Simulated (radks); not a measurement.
Task: Spherical jellium clusters: N electrons in a uniform positive sphere of charge N and radius rs N^(1/3), rs = 3.47 bohr. Method: non-relativistic Kohn-Sham, PBEsol, spin-polarised, spherical densities; computed with a radial shooting solver with Libxc functionals. Levels are named by radial order and angular momentum (1s, 1p, 1d, 2s, ...), and open shells are averaged over m. At N = 15 the configuration is 1s2 1p6 1d(up 5, down 2). The background grows by one charge. Does electron 16 go into 2s down or 2s up or 1d down?

Result: Into 1d down. The total energies of the other choices lie higher by 0.167 eV (2s up), 0.322 eV (2s down).
